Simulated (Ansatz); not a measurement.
Diatomic ZrN, multiplicity 4 (not the ground state: that is measured with 2S+1 = 2). No spin–orbit coupling.

The constants come from a fifth-degree fit in 1/R (seven points, main isotopes). Runs in def2 and cc sets follow the lowest solution found near the PBE0 minimum.

Codes used: Ansatz (Gaussian basis) for Hartree–Fock, density functionals and correlated methods. Values without a source in brackets are computed. In def2 rows elements past Kr take small-core potentials, without spin–orbit coupling.

| level | r_e (Å) | ω_e (cm⁻¹) | ω_e x_e (cm⁻¹) | dipole (D) |
|---|---|---|---|---|
| PBE/def2-TZVPP | 1.784 | 890 | 3.3 | 3.27 |
| PBE0/def2-TZVPP | 1.766 | … | 3.0 | 3.45 |
| wB97X-V/def2-TZVPP | … | … | 2.7 | 3.52 |

Some entries are withheld; supply them.


- wB97X-V/def2-TZVPP, r_e (Å): 1.768
- wB97X-V/def2-TZVPP, ω_e (cm⁻¹): 942
- PBE0/def2-TZVPP, ω_e (cm⁻¹): 933

Ansatz is an electronic-structure program.
